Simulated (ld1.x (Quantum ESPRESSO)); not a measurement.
Building the ultrasoft potential for I (Z = 53) (PBE, scalar-relativistic).

- Element: iodine
- Generator: ld1.x (Quantum ESPRESSO) 7.5
- Type: ultrasoft
- Functional: PBE
- Relativity: scalar-relativistic
- Frozen core: [Kr]
- Valence charge: 17
- Reference configuration: 4d10 5s2 5p5
- Partial waves: 5s (bound): rcut 1.75, rcutus 1.85 bohr; 5s channel at -0.6 Ry: rcut 1.75, rcutus 1.85 bohr; 5p (bound): rcut 1.70, rcutus 2.15 bohr; 5p channel at 0.35 Ry: rcut 1.70, rcutus 2.15 bohr; 4d (bound): rcut 0.95, rcutus 1.35 bohr; 4d channel at -2.45 Ry: rcut 0.95, rcutus 1.35 bohr
- Local potential: all-electron potential smoothed inside 1.90 bohr (lloc = -1)
- Core correction: a·sin(br)/r model core inside 1.36 bohr
- Augmentation charge: built from norm-conserving waves at rcut, not smoothed further

Poles of the logarithmic derivatives, all-electron (AE) and pseudo (PS). s: poles at 0.2 (AE) and 0.2 (PS) Ry. p: poles at 1.8 (AE) and 1.8 (PS) Ry. d: poles at -3.6, 4.5 (AE) and -3.6, 4.5 (PS) Ry. Test radius 2.34 bohr.

* Cutoffs needed: 90 Ry and 140 Ry (the cutoffs (Ry, on a coarse ladder) from which the occupation-weighted sum of valence levels, in a spherical-Bessel basis at the reference potential, stays within 10 and 1 mRy of its value at 400 Ry)
* Ghost test: no extra level below or beside the all-electron valence levels (s, p, d, f tested) (spherical-Bessel basis up to 400 Ry, 20 bohr box)
* Largest excitation error: -350 meV (all-electron minus pseudo) for 4d9 5s2 5p6, out of 7 test configurations
* Lowest eigenvalue of the overlap operator: 0.29 (s channel)
